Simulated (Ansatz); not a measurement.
Frontier orbitals of `CC(=O)[O][Ge]([F])([F])[F]`.

Z-matrix (Å, degrees):
```
Ge
F 1 1.712
O 1 1.854 2 96.6
F 1 1.703 2 101.6 3 -120.0
F 1 1.703 2 101.6 3 120.1
O 1 2.154 2 160.9 3 0.1
C 1 2.376 2 129.8 3 0.0
C 7 1.479 1 170.0 2 -0.1
H 8 1.086 7 110.4 1 179.8
H 8 1.092 7 109.0 1 -58.6
H 8 1.092 7 109.1 1 58.2
```

Total charge 0; spin multiplicity 1. Correlated methods include outer-core shells of Ge, which these sets cover unevenly. Scalar relativity is left out up to krypton. Geometry: relaxed with PBE0-D4/def2-TZVP. It is one conformer, not always the lowest. Basis def2-TZVPP, the Gaussian-basis code of Ansatz.

```
 functional  HOMO (eV)  LUMO (eV)  gap (eV)
LDA (SPW92)      -8.46      -2.72      5.74
        PBE      -8.21      -2.42      5.79
       PBE0      -9.96      -1.34      8.62
    r2SCANh      -9.27      -1.78      7.49
    r2SCAN0     -10.25      -1.19      9.06
    LC-ωPBE     -12.80       1.12     13.92
    ωB97M-V     -12.38       0.98     13.36
```

(1) What is the vertical ionisation energy at frozen-core CCSD(T)/def2-TZVPP? (An estimate is asked.)

Answers

(1) Ansatz gave: 12.45 eV (T1 of the cation 0.022).

From PBE to PBE0 the HOMO moves by −1.75 eV and the LUMO by +1.08 eV, and with ωB97M-V by −4.17 and +3.40 eV, so the gap grows from 5.79 to 13.37 eV with exact exchange. A positive LUMO is unbound and depends on the basis. −ε(HOMO) differs from that ionisation energy by −4.24 eV with PBE and −0.06 eV with ωB97M-V.

LC-ωPBE has ω = 0.4 bohr⁻¹.
